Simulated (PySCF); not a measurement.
# From a log to its input

A PySCF 2.14 run on the atoms Al 0 0 0; I 0 0 2.735 (angstrom) printed this (some set-up lines and the per-cycle HOMO/LUMO lines with their warnings removed):

```
PySCF version 2.14.0


nuclear repulsion = 62.8821182994516
point group symmetry = Coov
symmetry origin: [0.         0.         4.15038258]
symmetry axis x: [1. 0. 0.]
symmetry axis y: [0. 1. 0.]
symmetry axis z: [0. 0. 1.]
num. orbitals of irrep A1 = 18
num. orbitals of irrep E1x = 10
num. orbitals of irrep E1y = 10
num. orbitals of irrep E2x = 3
num. orbitals of irrep E2y = 3
number of shells = 18
number of NR pGTOs = 97
number of NR cGTOs = 44
basis = def2-svp
ecp = {'I': 'def2-svp'}

******** <class 'pyscf.dft.uks_symm.SymAdaptedUKS'> ********
method = SymAdaptedUKS
initial guess = minao
damping factor = 0
level_shift factor = 0
DIIS = <class 'pyscf.scf.diis.CDIIS'>
SCF conv_tol = 1e-09
SCF max_cycles = 50
number electrons alpha = 19  beta = 18
XC functionals = r2scan

grids dens level: 3
Freeze 0 electrons in irreps []
    37 free electrons in irreps A1 E1x E1y E2x E2y
tot grids = 41144
init E= -509.053203742593

cycle= 1 E= -537.819426848225  delta_E= -28.8  |g|= 2.21  |ddm|= 6.12
cycle= 2 E= -531.804774454112  delta_E= 6.01  |g|= 2.76  |ddm|= 6.11
cycle= 3 E= -539.198883551919  delta_E= -7.39  |g|= 0.677  |ddm|= 4.44

cycle= 4 E= -537.399143732274  delta_E=  1.8  |g|= 1.36  |ddm|= 3.15
cycle= 5 E= -539.808851424288  delta_E= -2.41  |g|= 0.196  |ddm|= 1.98
cycle= 6 E= -539.834272611777  delta_E= -0.0254  |g|= 0.101  |ddm|= 0.377
cycle= 7 E= -539.845582068977  delta_E= -0.0113  |g|= 0.0203  |ddm|= 0.194
cycle= 8 E= -539.846287537905  delta_E= -0.000705  |g|= 0.0114  |ddm|= 0.0745
cycle= 9 E= -539.846469271184  delta_E= -0.000182  |g|= 0.00356  |ddm|= 0.0367
cycle= 10 E= -539.846490017959  delta_E= -2.07e-05  |g|= 0.000829  |ddm|= 0.0104
cycle= 11 E= -539.84649095143  delta_E= -9.33e-07  |g|= 5.34e-05  |ddm|= 0.00217
cycle= 12 E= -539.846490960472  delta_E= -9.04e-09  |g|= 2.76e-05  |ddm|= 0.00036
cycle= 13 E= -539.846490961548  delta_E= -1.08e-09  |g|= 3.69e-06  |ddm|= 8.09e-05
cycle= 14 E= -539.84649096155  delta_E= -1.71e-12  |g|= 3.51e-06  |ddm|= 4.13e-06
Extra cycle  E= -539.84649096155  delta_E= 3.41e-13  |g|= 3.34e-06  |ddm|= 2.7e-06
converged SCF energy = -539.84649096155  <S^2> = 0.76378099  2S+1 = 2.0137338
polarizability (a.u.)
Isotropic polarizability 58.0064818315
Polarizability anisotropy 55.2732819544
[[39.5821 -0.     -0.    ]
 [-0.     39.5821 -0.    ]
 [-0.     -0.     94.8553]]

WARN: System has nonzero charge 1; the dipole moment is origin-dependent.
Location of origin: [0. 0. 0.]

Dipole moment(X, Y, Z, Debye):  0.00000,  0.00000,  1.79801
orbital energies (hartree): [array([-0.4833, -0.4541, -0.4541, -0.3255, -0.3255, -0.2555]), array([-0.558 , -0.4483, -0.4483, -0.4205, -0.295 , -0.295 ])]
```

**Question.** Write the input that gave this log.

**Answer.** The input was:

```python
from pyscf import gto, dft
from pyscf.prop.polarizability import uhf as pol

mol = gto.M(
    atom='Al 0 0 0; I 0 0 2.735',
    basis='def2-svp',
    ecp={'I': 'def2-svp'},
    charge=1,
    spin=1,
    symmetry=True,
    verbose=4,
)
mf = dft.UKS(mol, xc='r2scan')
mf.kernel()
print('polarizability (a.u.)')
print(pol.Polarizability(mf).polarizability().round(4))
mf.dip_moment()
print('orbital energies (hartree):', [e[max(0, n-3):n+3].round(4) for e, n in zip(mf.mo_energy, mol.nelec)])
```

The bond length is a typed value, not an optimised one. The dipole of an ion depends on the origin. No search for the lowest solution was made.
